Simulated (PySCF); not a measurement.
## Electron correlation in Br⁺ (bromine, charge +1)

[Ar] 3d10 4s2 4p4, high-spin 3P determinant. Calculation: PySCF 2.14, in cc-pVDZ-PP with ECP10MDF (4s3p2d, 23 functions); scalar relativity through the core potential. Frozen: 3s2 3p6 3d10; 6 electrons correlated.

MP2 pair energies summed by pair of shells (mhartree):

```
 pair  energy  share (%)
4p-4p  -35.03       48.4
4s-4p  -31.77       43.9
4s-4s   -5.65        7.8
```

Total MP2 correlation energy: -72.46 mhartree.

Same-spin part -18.02 and opposite-spin part -54.44 mhartree; SCS-MP2 scales them by 1/3 and 6/5 to -71.33 mhartree.

```json
{"level": "CCSD", "correlation energy (mhartree)": "-87.83"}
{"level": "(T)", "correlation energy (mhartree)": "-0.81"}
{"level": "CCSD(T)", "correlation energy (mhartree)": "-88.64"}
```

Diagnostics: T1 = 0.0059, D1 = 0.0191, largest double amplitude 0.052.

Cost of the coupled-cluster step: 0.06 s of wall time on 1 thread of Intel(R) Xeon(R) 6975P-C (shared host), for 6 correlated electrons.
